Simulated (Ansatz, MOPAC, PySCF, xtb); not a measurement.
Torsion H5–N1–Ga2–F3 in F2GaH2N (SMILES [NH2][Ga]([F])[F]); at each angle all else is relaxed with GFN2-xTB, and the levels are single points there.
Geometry at 330° (charge 0, multiplicity 1):
```json
[
 {"atom": "N", "x (Å)": "-1.1283", "y (Å)": "-0.1181", "z (Å)": "-0.2750"},
 {"atom": "Ga", "x (Å)": "0.6604", "y (Å)": "-0.1250", "z (Å)": "-0.7008"},
 {"atom": "F", "x (Å)": "1.4552", "y (Å)": "1.2427", "z (Å)": "-1.4220"},
 {"atom": "F", "x (Å)": "1.6576", "y (Å)": "-1.5369", "z (Å)": "-0.5117"},
 {"atom": "H", "x (Å)": "-1.4861", "y (Å)": "0.8017", "z (Å)": "-0.0350"},
 {"atom": "H", "x (Å)": "-1.3728", "y (Å)": "-0.7810", "z (Å)": "0.4549"}
]
```

On the grid 0° to 330°, 60° is the highest and 330° the lowest point at MP2/CBS(cc-pVTZ, cc-pVQZ) + ΔCCSD(T)/cc-pVTZ.

Correlated levels freeze the cores. Filled d and f shells under p-block atoms count as core. Rows in 3-21G, 6-31G* carry no dispersion term and start afresh at each structure (6-31G* with six Cartesian d functions); the Pople sets are all-electron and without relativity. The state that PM3 reach isn't checked.

Codes used: Ansatz (Gaussian basis) for Hartree–Fock, density functionals and correlated methods; MOPAC for PM3 (differences of heats of formation); PySCF for 3-21G rows, 6-31G* rows; xtb for the GFN methods. Each number belongs to the level named beside it.

```
level              energy at 60° less that at 330° (meV)
-----------------  -------------------------------------
GFN-FF                                              67.2
PM3                                                277.5
HF/cc-pVTZ                                         270.1
BP86/6-31G*                                        233.4
r2SCAN/def2-TZVPP                                  274.0
B3LYP/3-21G                                          [?]
B3LYP/6-31G*                                       238.0
SCS-MP2/cc-pVDZ                                    260.9
CCSD/cc-pVDZ                                       256.5
```

Q: What belongs in the gaps?

A: 
- B3LYP/3-21G, energy at 60° less that at 330° (meV): 301.9

Ansatz is a first-principles code.
